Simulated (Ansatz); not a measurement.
A nudged elastic band was laid between two geometries of C₂H₁₀SSi₂ (15 atoms, charge 0, multiplicity 1).

Level of theory: RKS PBE/def2-SVP in Ansatz 0.2.0.

```
movable images  : 7
climbing image  : yes
spring          : 2.0 to 10.0 eV/Å², energy-weighted
optimiser       : quadratic models (default)
start path      : IDPP
force threshold : 0.03 eV/Å
iteration limit : 60
end points      : relaxed
```

First end point:

```xyz
15
Properties=species:S:1:pos:R:3
C -1.526 0.786 2.135
S 0.231 0.821 1.593
Si 0.050 0.183 -0.470
C -0.511 -1.620 -0.643
Si 2.195 0.528 -1.386
H -1.540 1.151 3.180
H -1.943 -0.240 2.114
H -2.151 1.458 1.514
H -0.953 1.069 -1.174
H -0.594 -1.898 -1.715
H 0.210 -2.305 -0.155
H -1.506 -1.772 -0.175
H 2.581 1.981 -1.324
H 3.221 -0.279 -0.635
H 2.214 0.087 -2.828
```

Last end point:

```xyz
15
Properties=species:S:1:pos:R:3
C -1.500 0.459 2.248
S 0.265 0.455 1.729
Si 0.074 0.267 -0.422
C -0.625 -1.410 -0.963
Si 2.257 0.619 -1.242
H -2.060 1.283 1.764
H -1.504 0.620 3.343
H -1.994 -0.508 2.032
H -0.843 1.357 -0.932
H -0.706 -1.455 -2.069
H 0.028 -2.237 -0.621
H -1.639 -1.571 -0.543
H 2.749 1.997 -0.891
H 3.204 -0.399 -0.661
H 2.272 0.471 -2.743
```

(1) Which bonds break or form, and what moves?

(2) Give the energies along the band, and the barrier.

(3) What is the geometry of the highest image?

## Answers

(1) No bond is made or broken. The dihedral H8–C1–S2–Si3 goes from -59 to 65°. The two ends are copies of one structure, up to a mirror image or an exchange of like atoms.

(2) It converged. The highest image is number 4 of 0 to 8, 3.7 kJ/mol above the ends, which have the same energy within 2 meV. Another band between the same ends (7 images) ends at a top of the same energy, where a vibrational analysis finds 1 clearly imaginary mode.

```json
{"image": "0", "path coordinate (Å)": "0.00", "energy (kJ/mol)": "0.0", "dihedral H8–C1–S2–Si3 (°)": "-59"}
{"image": "1", "path coordinate (Å)": "0.73", "energy (kJ/mol)": "1.1", "dihedral H8–C1–S2–Si3 (°)": "-36"}
{"image": "2", "path coordinate (Å)": "1.16", "energy (kJ/mol)": "2.5", "dihedral H8–C1–S2–Si3 (°)": "-21"}
{"image": "3", "path coordinate (Å)": "1.50", "energy (kJ/mol)": "3.4", "dihedral H8–C1–S2–Si3 (°)": "-9"}
{"image": "4", "path coordinate (Å)": "1.82", "energy (kJ/mol)": "3.7", "dihedral H8–C1–S2–Si3 (°)": "3"}
{"image": "5", "path coordinate (Å)": "2.14", "energy (kJ/mol)": "3.3", "dihedral H8–C1–S2–Si3 (°)": "15"}
{"image": "6", "path coordinate (Å)": "2.49", "energy (kJ/mol)": "2.4", "dihedral H8–C1–S2–Si3 (°)": "28"}
{"image": "7", "path coordinate (Å)": "2.93", "energy (kJ/mol)": "1.1", "dihedral H8–C1–S2–Si3 (°)": "42"}
{"image": "8", "path coordinate (Å)": "3.66", "energy (kJ/mol)": "0.0", "dihedral H8–C1–S2–Si3 (°)": "65"}
```

(3) 
```xyz
15
Properties=species:S:1:pos:R:3
C -1.518 0.534 2.242
S 0.248 0.497 1.710
Si 0.079 0.257 -0.434
C -0.624 -1.429 -0.942
Si 2.276 0.567 -1.232
H -1.737 1.517 2.703
H -1.688 -0.265 2.989
H -2.210 0.379 1.392
H -0.820 1.337 -0.993
H -0.696 -1.499 -2.048
H 0.021 -2.251 -0.575
H -1.642 -1.575 -0.526
H 2.780 1.948 -0.911
H 3.206 -0.446 -0.618
H 2.303 0.382 -2.729
```

Time of the run: 44 s on 2 threads of AMD EPYC 9R45 96-Core Processor (Zen 5), with other jobs on the host, peak memory 0.2 GiB.
